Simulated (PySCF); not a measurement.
Al(F)(NHMe)(OH) (CH5AlFNO), SMILES [NH]([Al]([F])[OH])C.

Geometry optimised at r2SCAN-D4/def2-SVP. The structure was generated by enumeration; whether it is a known compound was not checked. Other conformers were not sampled.

Computed with PBE/def2-TZVP (PySCF).

Symmetry labels are those of the subgroup Cs that the program uses (full group Cs).

Computed valence orbital energies around the gap with their symmetry:
```
orbital  symmetry  energy (eV)
-------  --------  -----------
HOMO−7         A"       -10.17
HOMO−6         A'       -10.10
HOMO−5         A"        -9.25
HOMO−4         A'        -9.16
HOMO−3         A'        -8.43
HOMO−2         A'        -7.86
HOMO−1         A"        -7.61
HOMO           A"        -5.52
LUMO           A'        -1.22
LUMO+1         A"         0.11
LUMO+2         A'         0.62
LUMO+3         A'         0.69
```
